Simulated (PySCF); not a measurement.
Atom-mapped SMILES (the numbers label the heavy atoms): `[CH2:1]=[CH:2][CH2:3][O:4][C:5](=[O:6])[O:7][CH2:8][CH:9]=[CH2:10]` (H(Xn): hydrogen on atom n). Ha(C1) is cis to C3; Ha(C10) is cis to C8; Hb(C1) is trans to C3; Hb(C10) is trans to C8.

GIAO shifts from PySCF on PBE0-D3(BJ)/def2-SVP geometries (one conformer, non-relativistic, equivalent nuclei averaged), against TMS at the same level and in the same medium; PCM means IEF-PCM chloroform.

Measured (solution, CDCl3, 298 K; Fulmer et al., Organometallics 2010, 29, 2176): C5 154.9, C2/C9 131.6, C1/C10 119.0, C3/C8 68.5, H(C2)/H(C9) 5.94, H(C3)/H(C8) 4.64 ppm.

Q: Which unscaled values do PBE0/pcSseg-1, gas; PBE0/pcSseg-1, PCM; WP04/pcSseg-1, PCM; wB97X-D/pcSseg-1, PCM give, and how close are they?

A: 
```csv
atoms,measured,"PBE0/pcSseg-1, gas","PBE0/pcSseg-1, PCM","WP04/pcSseg-1, PCM","wB97X-D/pcSseg-1, PCM"
C5,154.9,160.1,161.5,163.0,162.6
C2/C9,131.6,141.5,142.3,139.9,142.6
C1/C10,119.0,129.7,131.5,129.4,132.4
C3/C8,68.5,69.6,70.4,72.4,70.1
H(C2)/H(C9),5.94,6.14,6.26,5.89,6.22
H(C3)/H(C8),4.64,4.38,4.48,4.43,4.45
```

Mean absolute error for ¹³C: PBE0/pcSseg-1, gas 6.7, PBE0/pcSseg-1, PCM 7.9, WP04/pcSseg-1, PCM 7.7, wB97X-D/pcSseg-1, PCM 8.4 ppm.

Mean absolute error for ¹H: PBE0/pcSseg-1, gas 0.23, PBE0/pcSseg-1, PCM 0.24, WP04/pcSseg-1, PCM 0.13, wB97X-D/pcSseg-1, PCM 0.23 ppm.
